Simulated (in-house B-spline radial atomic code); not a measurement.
**PBE excitations of Sr8+**

Method: PBE. Computed with an all-electron radial atomic-structure program (B-spline basis): linear response of the closed shell [Ar] 3d10 4s2 with the functional's adiabatic kernel; scalar-relativistic (spin-free one-electron X2C), finite nucleus, no spin-orbit coupling, no double excitations, S, P, D and F terms only; shells from n = 2 respond. Only terms of natural parity with L up to 3 were computed.

Command:
```bash
python run_td.py task.json out
```
Settings (radii: box in bohr, nucleus in fm):
```
Z                        38
electrons                30
configuration            [Ar] 3d10 4s2
hamiltonian              x2c
method                   pbe,pbe
box_radius               11.59
rms_radius               4.224
intervals                69
```

Cost of the run: 0.7 s on 1 thread of Intel(R) Xeon(R) Platinum 8375C CPU @ 2.90GHz (Ice Lake), with other jobs on the host.

The lowest states, in the order of their Tamm-Dancoff energies; the method's threshold (minus the highest occupied level) is 150.57 eV. Labels give the largest channel, * marks a mixed state, and oscillator strengths are full-response dipole values. Semilocal kernels can invert the small singlet-triplet splittings of Rydberg terms. Energies in eV:

| state | full response | Tamm-Dancoff | oscillator strength |
| --- | --- | --- | --- |
| 4s → 4p 3P | 19.631 | 19.782 | - |
| 4s → 4p 1P | 26.709 | 27.543 | 1.48 |
| 4s → 4d 3D | 53.49 | 53.55 | - |
| 4s → 4d 1D | 56.31 | 56.34 | - |
| 4s → 5s 3S | 75.63 | 75.63 | - |
| 4s → 5s 1S | 77.07 | 77.12 | - |
| 4s → 4f 3F | 83.67 | 83.72 | - |
| 4s → 5p 3P | 84.24 | 84.25 | - |
| 4s → 4f 1F | ? | ? | - |
| 4s → 5p 1P | ? | ? | ? |
| 4s → 5d 3D | 97.74 | 97.75 | - |
| 4s → 5d 1D | 98.22 | 98.23 | - |
| 4s → 6s 3S | 106.67 | 106.67 | - |
| 4s → 6s 1S | 107.08 | 107.09 | - |
| 4s → 5f 3F | 110.44 | 110.46 | - |
| 4s → 6p 3P | 110.74 | 110.74 | - |
| 4s → 5f 1F | 110.80 | 110.81 | - |
| 4s → 6p 1P | 110.92 | 110.93 | 0.0536 |

Task: Where does 4s → 5p 1P lie?

Result: At 84.89 eV in full response, 84.94 eV in Tamm-Dancoff, oscillator strength 0.134.

Task: Where does 4s → 4f 1F lie?

Result: At 84.85 eV in full response, 84.86 eV in Tamm-Dancoff.

Task: How large is the singlet-triplet splitting of 4s → 4p (P terms) in Tamm-Dancoff?

Result: 7.76 eV, from the unrounded values.

Task: What polarisabilities and dispersion coefficient does the method give?

Result: Dipole 1.696 bohr³, quadrupole 1.4 bohr⁵, C6 2.542 hartree·bohr⁶ for two such species.
